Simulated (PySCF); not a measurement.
All of these have the formula C2H13NSi3. Method used: PySCF, TDDFT wB97X-D/def2-SVPD, vertical, gas phase, core orbitals frozen in the response. Geometries: GFN2-xTB; one conformer of each isolated species. Triplets are in the Tamm–Dancoff approximation. 'Strongest' means the level of largest summed f among the lowest 8 singlets; it needn't be the same kind of state in each.

Task: Rank by computed lowest singlet excitation energy, lowest first.
A. `C[Si@@](N)([SiH3])C[SiH3]`
B. `CN[SiH2][SiH2]C[SiH3]`
C. `CN(C)[SiH2][SiH2][SiH3]`
D. `CC[SiH2]N([SiH3])[SiH3]`

Result: C (4.95 eV), B (5.48 eV), A (6.18 eV), D (6.36 eV).

| SMILES | S1 (eV) | LUMO (eV) | f (strongest) | strongest (eV) | α (au) | f (S1) | S1 mainly |
| --- | --- | --- | --- | --- | --- | --- | --- |
| CN(C)[SiH2][SiH2][SiH3] | 4.95 | 1.09 | 0.14 | 6.97 | 119.5 | 0.018 | H→L (92%) |
| CN[SiH2][SiH2]C[SiH3] | 5.48 | 1.26 | 0.08 | 7.47 | 115.8 | 0.004 | H→L (85%) |
| C[Si@@](N)([SiH3])C[SiH3] | 6.18 | 1.81 | 0.16 | 7.84 | 115.8 | 0.036 | H→L (80%) |
| CC[SiH2]N([SiH3])[SiH3] | 6.36 | 1.63 | 0.07 | 7.60 | 107.6 | 0.001 | H→L (94%) |

H and L stand for HOMO and LUMO.
